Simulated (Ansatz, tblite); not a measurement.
Isomers of Na₈H₇⁺ (singlet), found by a short tight-binding search and relaxed with PBE0-D4/def2-SVP in Ansatz.

The xTB rows come from tblite. HSE06 is defined as in plane-wave codes, on full-range PBE exchange. Correlated methods freeze 8 core orbitals; core or outer-core shells of Na are correlated, in sets that lack core-valence functions.

Run but left out: HF/def2-SVP, HF/def2-TZVP (A: restricted singlet, unstable towards broken spin symmetry).

A: The restricted singlet is unstable towards broken spin symmetry in Hartree–Fock (as tested in another run); at PBE-D4/def2-SVP, PBE-D4/def2-TZVP, r2SCAN-D4/def2-TZVP, PBE0-D4/def2-SVP and others this wasn't settled. At CCSD(T)/def2-SVP, MP2/def2-TZVP the restricted singlet (for correlated methods, its reference) is unstable: a solution with broken spin symmetry lies lower.

Other spin states weren't relaxed.

A:

| atom | x (Å) | y (Å) | z (Å) |
| --- | --- | --- | --- |
| Na1 | -0.1481 | -2.4306 | 1.1383 |
| Na2 | -0.9694 | -3.4948 | -2.4043 |
| Na3 | -3.2487 | 0.2775 | 1.5329 |
| Na4 | -1.5605 | 3.3841 | 0.4125 |
| Na5 | 1.5576 | 1.1826 | 1.0485 |
| Na6 | 1.7949 | -1.9776 | -1.2696 |
| Na7 | -1.8549 | 0.1318 | -1.2254 |
| Na8 | -0.3867 | -0.6632 | -4.5473 |
| H9 | -2.9205 | 1.7791 | 0.0891 |
| H10 | 0.2587 | 2.7142 | 0.8977 |
| H11 | -1.9653 | -1.2017 | 0.8175 |
| H12 | 3.5759 | 2.6901 | 1.8100 |
| H13 | 3.9840 | 2.0470 | 1.8376 |
| H14 | 1.5667 | -0.8709 | 0.5860 |
| H15 | 0.3163 | -3.5675 | -0.7236 |

B:

```xyz
15

Na   -3.916   -2.388    1.253
Na    3.911    2.398   -1.248
Na   -1.760   -0.076   -1.626
Na    1.168    1.141   -1.318
Na   -0.836   -2.260    4.101
Na    0.829    2.269   -4.096
Na   -1.163   -1.150    1.313
Na    1.762    0.073    1.624
H     2.457    2.414   -2.770
H     0.007   -0.008   -0.003
H     0.479   -1.124    2.937
H    -2.910   -1.264   -0.196
H    -2.461   -2.411    2.772
H    -0.479    1.122   -2.938
H     2.913    1.264    0.195
```

C:

```csv
atom,x (Å),y (Å),z (Å)
Na1,-0.632,2.668,0.456
Na2,0.957,-0.096,2.888
Na3,-0.742,-1.904,-3.736
Na4,0.898,-3.662,-0.578
Na5,-1.664,1.634,-3.444
Na6,-0.247,-0.164,-0.772
Na7,2.096,-3.530,3.028
Na8,-0.962,6.226,2.219
H9,1.673,-4.191,1.158
H10,-0.795,4.500,1.402
H11,-1.032,1.772,-1.479
H12,1.760,-1.682,3.793
H13,0.143,0.724,1.168
H14,-1.463,-0.153,-4.346
H15,0.013,-2.141,-1.756
```

D:

```xyz
15

Na    0.014   -0.543   -0.999
Na   -3.900   -1.567    2.363
Na   -1.971    1.019    4.354
Na    6.016    3.079   -2.137
Na    2.650    1.018   -1.630
Na   -2.814   -2.754   -1.290
Na    0.344   -1.750   -3.771
Na    0.852    1.701    1.944
H    -0.279    1.821    3.568
H     1.185    0.882    0.063
H    -3.376   -0.327    3.842
H     4.383    2.132   -1.810
H    -3.473   -2.284    0.512
H     1.482   -0.402   -2.744
H    -1.115   -2.023   -2.264
```

**Question.** Estimate their order by electronic energy at PBE0-D4/def2-TZVP, counted from the lowest.

**Answer.** B (0.00) < C (0.90) < D (1.05) < A (1.08), in eV.

**Question.** Do the other levels pick the same lowest one?

**Answer.** Not GFN1-xTB. Energies above each level's lowest (eV):

| level | A | B | C | D |
| --- | --- | --- | --- | --- |
| GFN1-xTB | 2.93 | 0.02 | 0.00 | 0.11 |
| GFN2-xTB | 1.75 | 0.00 | 0.43 | 0.68 |
| PBE-D4/def2-SVP | 0.98 | 0.00 | 0.85 | 1.00 |
| PBE-D4/def2-TZVP | 0.95 | 0.00 | 0.85 | 1.01 |
| r2SCAN-D4/def2-TZVP | 1.36 | 0.00 | 0.98 | 1.12 |
| PBE0-D4/def2-SVP | 1.12 | 0.00 | 0.91 | 1.05 |
| PBE0-D4/def2-TZVP | 1.08 | 0.00 | 0.90 | 1.05 |
| HSE06-D4/def2-TZVP | 1.06 | 0.00 | 0.90 | 1.04 |
| CAM-B3LYP-D4/def2-TZVP | 1.46 | 0.00 | 0.82 | 0.97 |
| ωB97M-V/def2-TZVP | 1.51 | 0.00 | 0.87 | 1.01 |
| MP2/def2-SVP | 1.34 | 0.00 | 0.95 | 1.07 |
| MP2/def2-TZVP | 1.19 | 0.00 | 0.95 | 1.10 |
| CCSD/def2-SVP | 1.26 | 0.00 | 0.95 | 1.07 |
| CCSD(T)/def2-SVP | 1.24 | 0.00 | 0.96 | 1.09 |
Point groups (tolerance 0.1 Å): A not assigned, B D2h, C not assigned, D not assigned. Lower isomers may exist.
